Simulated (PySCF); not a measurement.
# NMR data sheet: C6H11ClOSi

```
Formula                               : C6H11ClOSi
SMILES                                : C=C(C)CC(=O)[SiH2]CCl
Point group of the computed structure : C1
Degrees of unsaturation               : 2
Carbon signals                        : 6
Proton signals                        : 6
```

Molfile (atoms numbered from 1):
```
C6H11ClOSi
     RDKit          3D

 20 19  0  0  0  0  0  0  0  0999 V2000
   -1.9961    0.8988    0.8849 C   0  0  0  0  0  0  0  0  0  0  0  0
   -1.7401   -0.0067   -0.0467 C   0  0  0  0  0  0  0  0  0  0  0  0
   -2.2226   -1.4200    0.0207 C   0  0  0  0  0  0  0  0  0  0  0  0
   -0.8826    0.3102   -1.2471 C   0  0  0  0  0  0  0  0  0  0  0  0
    0.4915   -0.2204   -0.8977 C   0  0  0  0  0  0  0  0  0  0  0  0
    0.7892   -1.3790   -1.0833 O   0  0  0  0  0  0  0  0  0  0  0  0
    1.7426    0.9941   -0.0766 Si  0  0  0  0  0  4  0  0  0  0  0  0
    3.0996   -0.1002    0.6919 C   0  0  0  0  0  0  0  0  0  0  0  0
    4.3809    0.9406    1.3758 Cl  0  0  0  0  0  0  0  0  0  0  0  0
   -1.6398    1.9121    0.8103 H   0  0  0  0  0  0  0  0  0  0  0  0
   -2.5960    0.6648    1.7477 H   0  0  0  0  0  0  0  0  0  0  0  0
   -2.9779   -1.5941   -0.7458 H   0  0  0  0  0  0  0  0  0  0  0  0
   -1.3955   -2.1033   -0.1699 H   0  0  0  0  0  0  0  0  0  0  0  0
   -2.6548   -1.6434    0.9921 H   0  0  0  0  0  0  0  0  0  0  0  0
   -0.8368    1.3828   -1.4249 H   0  0  0  0  0  0  0  0  0  0  0  0
   -1.2697   -0.2090   -2.1251 H   0  0  0  0  0  0  0  0  0  0  0  0
    2.3030    1.8411   -1.1315 H   0  0  0  0  0  0  0  0  0  0  0  0
    1.0880    1.8005    0.9508 H   0  0  0  0  0  0  0  0  0  0  0  0
    2.7328   -0.7186    1.5091 H   0  0  0  0  0  0  0  0  0  0  0  0
    3.5789   -0.7500   -0.0374 H   0  0  0  0  0  0  0  0  0  0  0  0
  1  2  2  0
  2  3  1  0
  2  4  1  0
  4  5  1  0
  5  6  2  0
  5  7  1  0
  7  8  1  0
  8  9  1  0
  1 10  1  0
  1 11  1  0
  3 12  1  0
  3 13  1  0
  3 14  1  0
  4 15  1  0
  4 16  1  0
  7 17  1  0
  7 18  1  0
  8 19  1  0
  8 20  1  0
M  END
```

PySCF 2.14.0 with density-fitted response routines calculation with structure optimised with GFN2-xTB and shieldings: GIAO PBE0/pcSseg-1; a single conformation, no relativistic terms, no solvent, fast rotation and ring inversion assumed for equivalent nuclei.

Referencing at the same level of theory: TMS for 1H (σ = 31.72 ppm), 13C (σ = 186.93 ppm), 29Si (σ = 349.16 ppm); 17O (σ = 336.08 ppm) against H2O.

| carbon | δC, type | δH (multiplicity) | HMBC from (2–3 bonds) | span of the C tensor (ppm) |
| --- | --- | --- | --- | --- |
| C1 | 124.7, CH2 | H10 5.35 (m); H11 5.50 (m) | H15/H16, H12/H13/H14 | 186 |
| C2 | 144.1, C | – | H11, H10, H15/H16, H12/H13/H14 | 237 |
| C3 | 23.1, CH3 | 1.79 (s) | H11, H10, H15/H16 | 42 |
| C4 | 62.7, CH2 | 3.23 (s) | H11, H10, H17/H18, H12/H13/H14 | 54 |
| C5 | 239.7, C | – | H17/H18, H15/H16, H19/H20 | 245 |
| C8 | 28.6, CH2 | 3.21 (t) | H17/H18 | 62 |

Other nuclei:
```tsv
atoms	nucleus	environment	δ (ppm)	σ (ppm)
H17/H18	1H	hydrogen on a silicon bonded to 2 C	4.58	27.14
Si7	29Si	silicon bonded to 2 C, 2 H	-66.0	415.2
O6	17O	carbonyl oxygen	813.2	-477.2
```

- Carbon types of the structure: 2 × C, 3 × CH2, 1 × CH3, leaving 2 H on heteroatoms.
- δC 239.7: carbonyl carbon.
- δC 144.1: fully substituted alkene carbon; as expected for a trigonal carbon in a double bond.
- δC 124.7: terminal =CH2 carbon; an sp2 carbon of a C=C bond.
- δC 62.7: sp3 CH2 α to a carbonyl.
- δH 3.21: hydrogen on an sp3 CH2 bonded to Cl and Si; its carbon carries Cl, hence the downfield position.

Carbons that carry Cl, above all several Cl atoms, come out too deshielded, partly because spin–orbit coupling is missing. Shifts are as computed. Against solution values, carbons near 30 ppm lie about +3 ppm off and those near 130 ppm about +5 ppm; carbons on Cl a further +6 ppm. Of 1211 compounds with measured shifts, 218 miss one by over three times the rms of a fit or turn the order of signals round; such compounds aren't used in these exercises. Unscaled 17O shifts of doubly bonded oxygen tend to come out too high, by tens of ppm or more. Experimental scales use liquid or dissolved standards, which lie at an offset from isolated H2O (liquid H2O: subtract about 36 ppm). No couplings were computed; multiplicities are counted from neighbouring protons, with m where these are inequivalent, close in shift, in a saturated or five-membered ring or joined by F or P, and br s for small geminal =CH2 splittings.
